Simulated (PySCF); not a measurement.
## Electronic structure of I²⁺ (iodine, charge +2) at the UHF level

Configuration: [Kr] 4d10 5s2 5p3, high-spin 4S determinant. All numbers are calculated (PySCF 2.14, a scalar-relativistic core potential, in aug-cc-pwCVTZ-PP with ECP28MDF).

```
Total energy             : -293.662518 hartree
One-electron energy      : -495.7579 hartree
Hartree (Coulomb) energy : 222.6281 hartree
Exchange energy          : -20.5327 hartree
⟨S²⟩                     : 3.7515
⟨L²⟩                     : 0.000
Sum of ⟨r⟩               : 26.17 bohr
Sum of ⟨r²⟩              : 40.22 bohr²
```

| shell | electrons | mean orbital energy (hartree) | rms radius, mean of both spins (bohr) |
| --- | --- | --- | --- |
| 4s α | 1 | -8.50119 | 0.796 |
| 4s β | 1 | -8.47194 | 0.796 |
| 4p α | 3 | -6.32420 | 0.853 |
| 4p β | 3 | -6.29505 | 0.853 |
| 4d α | 5 | -3.04735 | 0.995 |
| 4d β | 5 | -3.02494 | 0.995 |
| 5s α | 1 | -1.66433 | 2.03 |
| 5s β | 1 | -1.36853 | 2.03 |
| 5p α | 3 | -1.11397 | 2.34 |

Energies and moments cover only the electrons outside the core potential.
